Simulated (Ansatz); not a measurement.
Isomers of Cu$_{2}$Br (doublet), relaxed with PBE0-D4/def2-TZVP; total energies from Ansatz at CCSD(T)/def2-TZVP.

```
isomer                                 description  energy (Eh)
     A           point group C2v; 2 × Br–Cu 2.40 Å  -5851.38846
     B  point group not assigned; 2 × Br–Cu 2.33 Å  -5851.36160
```

Correlated methods freeze 27 core orbitals; core or outer-core shells of Br are correlated, in sets that lack core-valence functions.

The isomers come from a short search, and lower ones may exist.

Problem. Work out the relative energies (1 Eh = 2625.5 kJ/mol) and the Boltzmann populations at 800 K from electronic energies alone (R = 8.314 J/mol/K).

Solution. ΔE: A 0.0, B 70.5 kJ/mol. RT = 6.65 kJ/mol. Factors exp(−ΔE/RT): A 1, B 2.49e-05; sum 1.000. Populations: A 100.0 %, B 0.0 %. Zero-point energy, vibrational entropy and symmetry numbers are left out and can shift these; an error of 4 kJ/mol changes a ratio by a factor of 1.8. Over the other density-functional and correlated levels in def2 sets, the gap between A and B ranges from 49 to 69 kJ/mol.
